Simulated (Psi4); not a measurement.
Here is a job for Psi4.
```
memory 2 GB

molecule mol {
0 1
  C     0.001846    0.001479    0.337026
  H     0.007891    0.006322    1.440843
  F     0.027274    1.242683   -0.133867
  F     1.061987   -0.646440   -0.131245
  F    -1.091368   -0.597932   -0.119665
}

set basis 3-21g
set reference rhf

energy('fno-ccsd(t)')
print_variables()
```

**Question.** What does this run give for the MP2 correlation energy, coupled-cluster correlation energy (without the perturbative part), total energy, nuclear repulsion energy, number of basis functions?

**Answer.** 
```yaml
MP2 correlation energy: -0.4440 Eh
coupled-cluster correlation energy (without the perturbative part): -0.4508 Eh
total_energy: -335.408313 Ha
nuclear_repulsion_energy: 134.2770 Eh
number_of_basis_functions: 38
```
